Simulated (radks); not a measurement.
Task: Radial electron density D(r) = 4 pi r^2 rho(r) of an atom or ion with 20 electrons. All-electron calculation, scalar-relativistic Kohn-Sham, exchange-only LDA, spin-polarised, spherical densities, point nucleus. Program: a radial shooting solver on a logarithmic mesh with Libxc functionals.

```
   r/bohr * D(r) (the largest magnitude, 75.4, reaches the edge; | marks zero)
 0.002521 |    *
 0.003129 |      *
 0.003914 |         *
 0.004858 |            *
 0.006078 |                 *
 0.007543 |                      *
 0.009437 |                            *
  0.01171 |                                  *
  0.01465 |                                        *
  0.01819 |                                           *
  0.02275 |                                            *
  0.02824 |                                          *
  0.03533 |                                       *
  0.04384 |                                      *
  0.05485 |                                          *
  0.06808 |                                                *
  0.08517 |                                                      *
   0.1057 |                                                   *
   0.1322 |                                        *
   0.1641 |                           *
   0.2053 |                       *
   0.2548 |                           *
   0.3188 |                          *
   0.3957 |                 *
    0.495 |      *
   0.6144 | *
   0.7686 *
    0.954 *
```

What is the nuclear charge?

Result: Z = 48. The innermost maximum, from 1s, lies near gamma/Z bohr with gamma = sqrt(1 - (Z/c)^2) = 0.937, here 0.0195 bohr (found: 0.0215), and its height grows with Z. The density is that of the cadmium ion Cd28+ in [Ar] 3d2; the configuration itself is not fixed sharply by these data, and Z only to a few units. D(r) has 3 maxima, at r = 0.0215, 0.0894, 0.283 bohr, and minima at 0.0418, 0.199 bohr, inside which lie 2.00, 10.73 electrons.
